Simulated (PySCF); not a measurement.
A PySCF script (with the pyscf-properties extension) for the NMR shieldings of `C[C@@H]1CCC[C@@]1(C)C(=O)F`, C8H13FO, on a GFN2-xTB geometry:

```python
import basis_set_exchange as bse
import numpy as np
from pyscf import gto, dft
from pyscf.prop import nmr

atoms = """
C     1.933791    0.831956    0.418013
C     0.776810   -0.149665    0.529293
C     0.962616   -1.412419   -0.314802
C    -0.441395   -1.998992   -0.386814
C    -1.315330   -0.771882   -0.641316
C    -0.623184    0.398243    0.090363
C    -0.571573    1.647497   -0.795490
C    -1.372056    0.746123    1.342266
O    -2.354250    0.285568    1.806883
F    -0.744164    1.757515    2.023295
H     2.093236    1.144108   -0.610639
H     2.843668    0.351440    0.771696
H     1.756506    1.711323    1.031933
H     0.697234   -0.457244    1.579249
H     1.685668   -2.095168    0.128448
H     1.308385   -1.143583   -1.314499
H    -0.546081   -2.750013   -1.167652
H    -0.702583   -2.455303    0.568987
H    -1.354858   -0.558655   -1.709736
H    -2.333988   -0.910924   -0.282286
H    -1.583807    1.931274   -1.079729
H    -0.112734    2.484989   -0.276861
H    -0.006663    1.440795   -1.700525
"""
names = dict.fromkeys(["C", "O", "F", "H"], "pcSseg-1")
basis = {el: gto.basis.parse(bse.get_basis(n, elements=[el], fmt="nwchem")) for el, n in names.items()}
mol = gto.M(atom=atoms, basis=basis, charge=0, verbose=0)
mf = dft.RKS(mol, xc="PBE0")
mf.grids.level = 2
mf.grids.alignment = dft.numint.BLKSIZE   # the property module wants whole blocks of grid points
mf.conv_tol = 1e-9
mf.kernel()

calc = nmr.RKS(mf)   # GIAO
C = mf.mo_coeff
Co = C[:, mf.mo_occ > 0]
resp = mf.gen_response(singlet=True, hermi=2)
def vind(x):   # induced exchange potential for any number of trial vectors
    d = np.einsum("pi,xij,qj->xpq", C, 2 * x.reshape(-1, C.shape[1], Co.shape[1]), Co, optimize=True)
    return np.einsum("xpq,pi,qj->xij", resp(d - d.transpose(0, 2, 1)), C, Co, optimize=True).ravel()
mo1, _ = nmr.rhf.solve_mo1(calc, with_cphf=vind)
sigma = calc.kernel(mo1)
for i, s in enumerate(sigma):   # ppm
    w = np.linalg.eigvalsh((s + s.T) / 2)
    print("%2d %-2s iso %8.1f  s11 %8.1f  s22 %8.1f  s33 %8.1f" % (i, mol.atom_pure_symbol(i), w.mean(), *w))
```

Q: What does it print?

A: 
```
 0 C  iso    169.6  s11    159.3  s22    164.4  s33    185.2
 1 C  iso    141.7  s11    112.9  s22    152.8  s33    159.5
 2 C  iso    147.0  s11    117.6  s22    154.3  s33    169.1
 3 C  iso    158.3  s11    137.1  s22    165.5  s33    172.4
 4 C  iso    145.7  s11    118.5  s22    145.5  s33    173.3
 5 C  iso    136.7  s11    113.3  s22    143.7  s33    153.3
 6 C  iso    164.2  s11    142.8  s22    166.9  s33    183.0
 7 C  iso      8.6  s11   -115.5  s22     35.6  s33    105.7
 8 O  iso    -97.1  s11   -348.5  s22   -203.1  s33    260.5
 9 F  iso    145.9  s11    -81.6  s22    226.8  s33    292.4
10 H  iso     30.8  s11     26.8  s22     29.7  s33     36.1
11 H  iso     30.4  s11     25.4  s22     27.9  s33     37.9
12 H  iso     30.1  s11     24.9  s22     28.8  s33     36.7
13 H  iso     29.7  s11     26.9  s22     28.3  s33     34.0
14 H  iso     29.8  s11     24.8  s22     27.7  s33     36.9
15 H  iso     30.5  s11     26.5  s22     29.2  s33     35.7
16 H  iso     30.0  s11     25.2  s22     26.8  s33     38.1
17 H  iso     30.1  s11     25.9  s22     27.7  s33     36.8
18 H  iso     30.4  s11     25.3  s22     30.0  s33     36.0
19 H  iso     28.8  s11     24.7  s22     27.2  s33     34.4
20 H  iso     30.5  s11     26.1  s22     28.3  s33     37.2
21 H  iso     30.2  s11     25.9  s22     28.5  s33     36.2
22 H  iso     30.7  s11     27.0  s22     28.7  s33     36.3
```

These numbers come from an equivalent density-fitted implementation of the same equations, which agrees with the script to about 0.01 ppm for H and up to a few tenths of a ppm for heavy atoms, so last digits may differ.

Q: Turn these shieldings into chemical shifts. Scale: 13C (σref 186.93), 1H (σref 31.72) against TMS; 17O (σref 336.08) against H2O; 19F (σref 170.95) against CFCl3 (reference shieldings calculated alike).

A: Averaging equivalent atoms: C 7: 178.3; C 5: 50.2; C 1: 45.2; C 4: 41.2; C 2: 39.9; C 3: 28.6; C 6: 22.7; C 0: 17.3; O 8: 433.1; F 9: 25.1; H 19: 2.94; H 13: 1.98; H 14: 1.91; H 16: 1.67; H 17: 1.59; H 18: 1.28; H 20/21/22: 1.27; H 10/11/12: 1.25; H 15: 1.23 ppm. Unscaled 19F shifts against computed CFCl3 carry errors that often reach 10 to 50 ppm. Unscaled 17O shifts of doubly bonded oxygen tend to come out too high, by tens of ppm or more. Experimental scales use liquid or dissolved standards, which lie at an offset from isolated H2O (liquid H2O: subtract about 36 ppm).

Size and cost of the density-fitted run: 235 basis functions, roughly 2.5 core-minutes.
